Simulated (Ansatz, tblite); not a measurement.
Removing and adding an electron: Au(NH3)Cl (AuNClH₃). Total charge 0; singlet. Geometry: PBE0-D4/def2-TZVP. Ansatz, gas phase; energy differences of separate SCF runs; the oxidised species was run as a doublet alone; the reduced species was run as a doublet alone.

Cartesian coordinates in Å:
```
Au -0.1651 -0.4622 1.0942
N 0.1219 0.3414 -0.8081
H -0.0275 1.3450 -0.8043
H -0.5228 -0.0685 -1.4758
H 1.0659 0.1668 -1.1368
Cl -0.4724 -1.3224 3.1308
```

In the def2 sets Au takes a core potential; there is no spin–orbit coupling. The xTB rows come from tblite. HOMO above LUMO, or a gap near zero within one spin, warns that the state may not be the lowest or that an electron is smeared out.

```tsv
level	−HOMO (eV)	vertical IE (eV)	−LUMO (eV)	vertical EA (eV)	HOMO–LUMO gap (eV)	IE − EA (eV)	remarks
GFN1-xTB	11.18	14.18	5.73	2.72	5.44	11.45	–
GFN2-xTB	9.85	13.48	3.51	0.33	6.34	13.15	–
PBE-D4/def2-TZVP	5.60	9.05	1.74	–	3.85	–	gap within one spin near zero (+1 doublet)
PBE-D4/def2-TZVPD	5.68	–	1.93	0.03	3.75	–	HOMO above zero (-1 doublet)
r2SCAN-D4/def2-TZVP	5.84	9.12	1.24	–	4.60	–	–
r2SCAN-D4/def2-TZVPD	5.91	–	1.38	-0.05	4.53	–	HOMO above zero (-1 doublet)
PBE0-D4/def2-TZVP	6.89	9.19	0.92	–	5.97	–	–
PBE0-D4/def2-TZVPD	6.96	–	1.16	-0.10	5.80	–	HOMO above zero (-1 doublet)
```

   A HOMO above zero means that the electron is unbound at that level or that self-interaction error raises the level; the energy of removing that electron tells which. Raw xTB energy differences between charge states are shifted by several eV; the methods need an empirical correction for them. A negative affinity means that the extra electron isn't bound; its size then hangs on the basis.
